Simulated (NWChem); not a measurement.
Program: NWChem. System: H3AlS, charge 0, spin multiplicity 1, at a geometry optimised with B3LYP/def2-SVP. The structure started from a generated list of species. Level: CR-EOMCCSD(T)/def2-SVPD, 10 core orbitals frozen.

The NWChem input:

```
start mol
memory heap 100 mb stack 700 mb global 1900 mb
geometry units angstroms nocenter noautoz
  Al    -1.115662     0.138785     0.000000
  H     -1.662273     1.621954     0.000000
  H     -2.025902    -1.150788     0.000000
  S      1.050303    -0.210998     0.000000
  H      1.386935     1.100592     0.000000
  symmetry group Cs
end
basis spherical
  * library def2-svpd
end
scf
  rhf
  nopen 0
  maxiter 100
  thresh 1e-7
  semidirect memsize 60000000 filesize 0
end
tce
  freeze core 10
  creomsd(t)
  nroots 2
  2eorb
  2emet 13
  thresh 1e-5
  maxiter 200
  tilesize 24
end
task tce energy
```

Part of the output:

```
             Northwest Computational Chemistry Package (NWChem) 7.3.0
             --------------------------------------------------------

                                NWChem Input Module
                                -------------------

 Scaling coordinates for geometry "geometry" by  1.889725989
 (inverse scale =  0.529177249)

 Turning off AUTOSYM since
 SYMMETRY directive was detected!

                             Geometry "geometry" -> ""
                             -------------------------

 Output coordinates in angstroms (scale by  1.889725989 to convert to a.u.)

  No.       Tag          Charge          X              Y              Z
 ---- ---------------- ---------- -------------- -------------- --------------
    1 Al                  13.0000    -1.11566200     0.13878500     0.00000000
    2 H                    1.0000    -1.66227300     1.62195400     0.00000000
    3 H                    1.0000    -2.02590200    -1.15078800     0.00000000
    4 S                   16.0000     1.05030300    -0.21099800     0.00000000
    5 H                    1.0000     1.38693500     1.10059200     0.00000000

 Effective nuclear repulsion energy (a.u.)      73.4047091396

            Nuclear Dipole moment (a.u.)
            ----------------------------
        X                 Y               Z
 ---------------- ---------------- ----------------
     0.0000037795    -0.0000094486     0.0000000000

      Symmetry information
      --------------------

 Group name             Cs
 Group number              2
 Group order               2
 No. of unique centers     5

      Symmetry unique atoms

     1    2    3    4    5


 Summary of "ao basis" -> "" (spherical)
 ------------------------------------------------------------------------------
       Tag                 Description            Shells   Functions and Types
 ---------------- ------------------------------  ------  ---------------------
 *                         def2-svpd                  on all atoms

 Summary of "ao basis" -> "ao basis" (spherical)
 ------------------------------------------------------------------------------
       Tag                 Description            Shells   Functions and Types
 ---------------- ------------------------------  ------  ---------------------
 Al                        def2-svpd                10       24   5s3p2d
 H                         def2-svpd                 4        8   2s2p
 S                         def2-svpd                11       27   5s4p2d

                                 NWChem SCF Module
                                 -----------------

  ao basis        = "ao basis"
  functions       =    75
  atoms           =     5
  closed shells   =    16
  open shells     =     0
  charge          =   0.00
  wavefunction    = RHF
  use symmetry    = T
  symmetry adapt  = T

 Summary of "ao basis" -> "ao basis" (spherical)
 ------------------------------------------------------------------------------
       Tag                 Description            Shells   Functions and Types
 ---------------- ------------------------------  ------  ---------------------
 Al                        def2-svpd                10       24   5s3p2d
 H                         def2-svpd                 4        8   2s2p
 S                         def2-svpd                11       27   5s4p2d

      Symmetry analysis of basis
      --------------------------

        a'         54
        a"         21

 Forming initial guess at       0.0s
[...]
 --------------------------------------------------------------
      Residuum       Omega / hartree  Omega / eV    Cpu    Wall
 --------------------------------------------------------------

 Iteration   1 using    2 trial vectors
   0.3829232965158   0.3328288493533    9.05674
   0.3740126584275   0.3913979863009   10.65049     0.5     0.5

 Iteration   2 using    4 trial vectors
   0.0864766713448   0.2542392525781    6.91821
   0.0759944369353   0.3124341385616    8.50177     0.4     0.4

 Iteration   3 using    6 trial vectors
   0.0563190220095   0.2464642495106    6.70664
   0.0456566278474   0.3067546729416    8.34722     0.4     0.4

 Iteration   4 using    8 trial vectors
   0.0357825488133   0.2420656709735    6.58694
   0.0312047802625   0.3039411190505    8.27066     0.4     0.4

 Iteration   5 using   10 trial vectors
   0.0265133978337   0.2394112454162    6.51471
   0.0334501886690   0.3010322901645    8.19151     0.4     0.4

 Iteration   6 using   12 trial vectors
   0.0207997421550   0.2384434423454    6.48838
   0.0528054773634   0.2977820306598    8.10306     0.5     0.5

 Iteration   7 using   14 trial vectors
   0.0187068622951   0.2379968576545    6.47623
   0.0883953600432   0.2837888218387    7.72229     0.5     0.5

 Iteration   8 using   16 trial vectors
   0.0215241582223   0.2374585984051    6.46158
   0.1048890004612   0.2645092488723    7.19767     0.5     0.5

 Iteration   9 using   18 trial vectors
   0.0371682508585   0.2355973801552    6.41093
   0.0679979593120   0.2432541997337    6.61929     0.5     0.5

 Iteration  10 using   20 trial vectors
   0.0342699388622   0.2335951831949    6.35645
   0.0275135658648   0.2392050914804    6.50910     0.5     0.5

 Iteration  11 using   22 trial vectors
   0.0217040000579   0.2327436622468    6.33328
   0.0162857715990   0.2383966381973    6.48711     0.5     0.5

 Iteration  12 using   24 trial vectors
   0.0202337646939   0.2316370291324    6.30317
   0.0160890015024   0.2379494859486    6.47494     0.6     0.6

 Iteration  13 using   26 trial vectors
   0.0196562885979   0.2310224804638    6.28644
   0.0175390646997   0.2374326029992    6.46087     0.5     0.5

 Iteration  14 using   28 trial vectors
   0.0320831711898   0.2298460178142    6.25443
   0.0313679238454   0.2365422924397    6.43665     0.5     0.5

 Iteration  15 using   30 trial vectors
   0.0400086841898   0.2267825214040    6.17107
   0.0281064372113   0.2343983602128    6.37831     0.5     0.5

 Iteration  16 using   32 trial vectors
   0.0186081305149   0.2253771590447    6.13283
   0.0107316837372   0.2337311366450    6.36015     0.5     0.5

 Iteration  17 using   34 trial vectors
   0.0076145097969   0.2252106168867    6.12830
   0.0043695322199   0.2336294208582    6.35738     0.6     0.6

 Iteration  18 using   36 trial vectors
   0.0032370607170   0.2250912443540    6.12505
   0.0018572192303   0.2336136755753    6.35695     0.5     0.5

 Iteration  19 using   38 trial vectors
   0.0018454625466   0.2250676791335    6.12441
   0.0010986386774   0.2336157278214    6.35701     0.5     0.5

 Iteration  20 using   40 trial vectors
   0.0010581703775   0.2250768466913    6.12466
   0.0006715765300   0.2336103019397    6.35686     0.5     0.5

 Iteration  21 using   42 trial vectors
   0.0004737394073   0.2250743183946    6.12459
   0.0003160938173   0.2336110413778    6.35688     0.5     0.5

 Iteration  22 using   44 trial vectors
   0.0001965145461   0.2250747870069    6.12460
   0.0001351844051   0.2336117004746    6.35690     0.6     0.6

 Iteration  23 using   46 trial vectors
   0.0000896723979   0.2250754051222    6.12462
   0.0000635071830   0.2336108347853    6.35688     0.4     0.4

 Iteration  24 using   48 trial vectors
   0.0000411842713   0.2250748062728    6.12460
   0.0000304236901   0.2336107337494    6.35687     0.4     0.4

 Iteration  25 using   50 trial vectors
   0.0000177218360   0.2250745615663    6.12459
   0.0000135767182   0.2336109290310    6.35688     0.4     0.4

 Iteration  26 using   52 trial vectors
   0.0000073636030   0.2250746184424    6.12459
   0.0000057861870   0.2336109050021    6.35688     0.4     0.4
 --------------------------------------------------------------
 Iterations converged
 ------------------

 Excited state root  1
 Excitation energy / hartree =        0.225074618442368
                   / eV      =        6.124594594491653
 largest EOMCCSD amplitudes: R1 and R2

 Singles contributions
    17a"  (alpha) ---    14a'  (alpha)        0.6152548803
    17a"  (alpha) ---    15a'  (alpha)       -0.6465044403

 Doubles contributions
 ------------------

 Excited state root  2
 Excitation energy / hartree =        0.233610905002130
                   / eV      =        6.356878869292425
 largest EOMCCSD amplitudes: R1 and R2

 Singles contributions
    18a'  (alpha) ---    16a"  (alpha)        0.2965715266
    19a'  (alpha) ---    16a"  (alpha)       -0.3479542943
    20a'  (alpha) ---    16a"  (alpha)       -0.1008116404
    25a'  (alpha) ---    16a"  (alpha)       -0.1490237356
    26a'  (alpha) ---    16a"  (alpha)        0.1678775312
    17a"  (alpha) ---    14a'  (alpha)       -0.5386211916
    17a"  (alpha) ---    15a'  (alpha)       -0.4905886455
    27a"  (alpha) ---    15a'  (alpha)        0.1056593336

 Doubles contributions
======= CR-EOMCCSD(T) calculation ======
corresponding R0 value =     0.000000

CR-EOMCCSD(T) Intermediates cpu wall time             0.5            0.5
 creom_N i2_1 nr of boxes                    33
 creom_N i2_2 nr of boxes                    72
 creom_N i2_3 nr of boxes                    33
 creom_N i2_4 nr of boxes                    72

CR-EOMCCSD(T) triples loop cpu wall             2.9            2.9

 CR-EOMCCSD(T)  total energy / hartree       =      -641.060963703751440
 CR-EOMCCSD(T)  excitation energy (eV)       =      6.02136

======= CR-EOMCCSD(T) calculation ======
corresponding R0 value =     0.000000

CR-EOMCCSD(T) Intermediates cpu wall time             0.5            0.5
 creom_N i2_1 nr of boxes                    33
 creom_N i2_2 nr of boxes                    72
 creom_N i2_3 nr of boxes                    33
 creom_N i2_4 nr of boxes                    72

CR-EOMCCSD(T) triples loop cpu wall             2.9            2.9

 CR-EOMCCSD(T)  total energy / hartree       =      -641.052989612708075
 CR-EOMCCSD(T)  excitation energy (eV)       =      6.23834

 Task  times  cpu:       49.1s     wall:       49.1s

 Total times  cpu:       49.2s     wall:       49.2s
```
